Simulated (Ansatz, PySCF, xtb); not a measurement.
Torsion O5–B3–O4–H7 in C2H3BO2 (SMILES C#CB(O)O); at each angle all else is relaxed with GFN2-xTB, and the levels are single points there.
Geometry at 0° (charge 0, multiplicity 1):
```xyz
8

C      1.9405     0.4294     0.1720
C      0.7893     0.0973     0.0792
B     -0.6896    -0.2890    -0.0781
O     -1.1923    -1.2732     0.6921
O     -1.5114     0.3318    -0.9724
H      2.9506     0.7073     0.2655
H     -2.1194    -1.4512     0.5316
H     -1.1191     1.0240    -1.5001
```

On the grid 0° to 330°, 90° is the highest and 0° the lowest point at wB97M-V/def2-TZVPP.

The values were computed with Ansatz (a program for electronic structure) with Gaussian orbitals; PySCF for the dispersion terms; xtb for the GFN methods. 

Task: What is the computed energy at 90° less that at 0° (r2SCAN-D3(BJ)/def2-TZVPP)?

Result: 422 meV

Task: Predict the energy at 90° less that at 0° from GFN1-xTB.

Result: 434 meV

Task: Give the energy at 90° less that at 0° at the level BLYP/def2-TZVPP.

Result: 410 meV
